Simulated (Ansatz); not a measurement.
Stepwise reaction of `N[Si](N)(N)F` with hydrogen chloride, as a gas-phase model of exchange steps in deposition or etching. ΔE in kJ/mol; ΔG adds harmonic PBE0-D4 terms to CCSD(T)/CBS, at 1 bar.

Computed with Ansatz on PBE0-D4/def2-TZVP structures; ΔE is electronic, products minus reactants. CCSD(T)/CBS is the MP2 limit (def2-TZVPP, def2-QZVPP) plus CCSD(T) − MP2 in def2-TZVPP, frozen cores. This one scheme is used for every species. DFT in def2-TZVPP. B3LYP here is the variant with VWN-RPA as its local correlation; programs differ in this. One conformer a species, not always the lowest.

```tsv
step	reaction	PBE-D4	B3LYP-D4	ωB97M-V	CCSD(T)/CBS	ΔG(600 K)
1	`N[Si](N)(N)F` + HCl → `N[Si](N)(F)Cl` + NH₃	-50.6	-45.6	-46.6	-46.2	-23.3
2	`N[Si](N)(F)Cl` + HCl → `N[Si](F)(Cl)Cl` + NH₃	-26.0	-21.1	-22.5	-21.5	-21.9
3	`N[Si](F)(Cl)Cl` + HCl → `F[Si](Cl)(Cl)Cl` + NH₃	-25.6	-19.1	-19.7	-20.0	-3.3
```

Question: By hand: ΔE of the 3 steps together at CCSD(T)/CBS.

Answer: (-46.2) + (-21.5) + (-20.0) = -87.7 kJ/mol, or -29.2 kJ/mol a step.

In ΔE step 1 is the lowest and step 3 the highest. All are downhill at CCSD(T)/CBS. ΔG lies between -23.3 and -3.3 kJ/mol a step. PBE-D4 differs from CCSD(T)/CBS by -5.6 to -4.4 kJ/mol a step. Isolated molecules leave out the surface, adducts and barriers. Largest T1 diagnostic: 0.010.
